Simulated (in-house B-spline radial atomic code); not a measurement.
Configurations of the lanthanum ion La²⁺, with energies counted from [Xe] 5d1. Level of theory: scalar-relativistic (X2C) Hartree-Fock with fractional occupations, spin-polarised, spherical fractional occupations, Fermi nucleus of rms radius 4.855 fm; calculated with an all-electron radial atomic-structure program (B-spline basis). Shells without spins written out take the highest spin.

Caution: exact exchange at fractional occupations of open shells leaves self-interaction of up to several eV.

Occupations are held fixed; configurations that lie above the ionisation limit could autoionise.

```json
{"configuration": "[Xe] 6s1", "E - E(ref) (eV)": "-1.9609", "highest orbital": "6s up", "its <r> (bohr)": "3.82"}
{"configuration": "[Kr] 4d10 5s2 5p5 5d2", "E - E(ref) (eV)": "25.728", "highest orbital": "5d up", "its <r> (bohr)": "2.623"}
{"configuration": "[Kr] 4d10 5s2 5p5 5d1 6d1", "E - E(ref) (eV)": "36.371", "highest orbital": "6d up", "its <r> (bohr)": "6.588"}
{"configuration": "[Kr] 4d10 5s2 5p(3 up, 2 down) 5d(1 up, 0 down) 5f(0 up, 1 down)", "E - E(ref) (eV)": "37.925", "highest orbital": "5f down", "its <r> (bohr)": "7.041"}
{"configuration": "[Kr] 4d9 5s2 5p6 5d2", "E - E(ref) (eV)": "121.12", "highest orbital": "5d up", "its <r> (bohr)": "2.556"}
{"configuration": "[Kr] 4d9 5s2 5p6 5d1 6p1", "E - E(ref) (eV)": "127.38", "highest orbital": "6p up", "its <r> (bohr)": "4.527"}
{"configuration": "[Kr] 4d(5 up, 4 down) 5s2 5p6 5d(0 up, 1 down) 6d(0 up, 1 down)", "E - E(ref) (eV)": "132.23", "highest orbital": "6d down", "its <r> (bohr)": "6.525"}
```

Task: Order these further configurations by energy, lowest first.
A. [Kr] 4d10 4f1 5s2 5p5 5d1
B. [Kr] 4d10 5s2 5p5 5d1 6p1
C. [Xe] 6p1
D. [Xe] 6f(0 up, 1 down)
E. [Kr] 4d10 5s2 5p5 5d1 6f1

Result: C (3.1209 eV), D (10.871 eV), B (31.788 eV), A (31.952 eV), E (39.916 eV).

Task: How far above the reference does [Kr] 4d10 5s2 5p(3 up, 2 down) 5d(0 up, 2 down) lie?

Result: 27.782 eV; its least bound orbital is 5d down with <r> = 2.731 bohr.

Task: How far above the reference does [Xe] 4f1 lie?

Result: 5.5258 eV; its least bound orbital is 4f up with <r> = 2.628 bohr.

Task: Is the reference the lowest configuration at this level of theory?

Result: No: [Xe] 6s1 lies 1.961 eV lower with this functional.
